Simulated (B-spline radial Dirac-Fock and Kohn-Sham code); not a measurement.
**How the settings move the core levels of Sb³⁺**

ΔSCF core binding energies without Breit or QED terms, calculated with a radial finite-basis atomic code. Keys: rel is the Hamiltonian (dirac, or spin-free x2c and nr, where L3 and M5 stand for the whole 2p and 3d shells), method is hf or an exchange,correlation pair (spin-unpolarised, also for the hole states), nuc the nuclear model, radius_factor scales its radius, rmax is the box in bohr, h the logarithmic mesh step, order the B-spline order, points the quadrature points per cell, c_factor scales the speed of light, and damp, ndamp, maxit and tol steer the iteration. The run stops when the commutator error falls below 10·tol·max(1, Z/10), or the numerical noise floor, and the energy has settled to about 1e-8 Ha; the virial ratio is −V/T.

Base input:

```json
{"items": [{"Z": 51, "q": 3, "cfg": [[1, 0, 2], [2, 0, 2], [2, 1, 6], [3, 0, 2], [3, 1, 6], [3, 2, 10], [4, 0, 2], [4, 1, 6], [4, 2, 10], [5, 0, 2]], "A": 121, "rrms": 4.6802, "do": "settings", "holes": ["K", "L3", "M5"],
  "settings": [{"rel": "dirac", "method": "hf", "nuc": "fermi", "radius_factor": 1.0, "rmax": 45.0, "h": 0.3, "order": 8, "points": 10, "c_factor": 1.0, "maxit": 60, "damp": 0.5, "ndamp": 3, "tol": 1e-08}]}]}
```

The ground state converged in 10 iterations, with total energy -6478.78956 Ha, virial ratio 1.94761 and highest orbital energy -41.89 eV. ΔSCF binding energies: K (1s) 30633.6 eV, L3 (2p3/2) 4181.3 eV, M5 (3d5/2) 568.6 eV.

Changes from the base run:

```tsv
changed setting	Δ total energy (Ha)	Δ K (eV)	Δ L3 (eV)	Δ M5 (eV)	iterations
rel = "nr"; rmax = 60.0; damp = 0.0	?	?	?	?	?
radius_factor = 2.0	+0.47333	-5.45	+0.04	+0.01	10
method = "b88,"	-0.88262	+29.70	-21.06	-4.84	9
h = 0.22	-0.00002	0.00	0.00	0.00	10
method = "b88,"; nuc = "sphere"; h = 0.22	-0.88246	+29.70	-21.06	-4.84	9
rel = "nr"	+167.08926	-1124.39	+3.57	+11.90	10
order = 5	+0.00207	0.00	0.00	0.00	10
```

Task: What does the change rel = "nr"; rmax = 60.0; damp = 0.0 do?

Result: The total energy moves by +167.08926 Ha and the binding energies by K -1124.39 eV, L3 +3.57 eV, M5 +11.90 eV; the run takes 11 iterations.
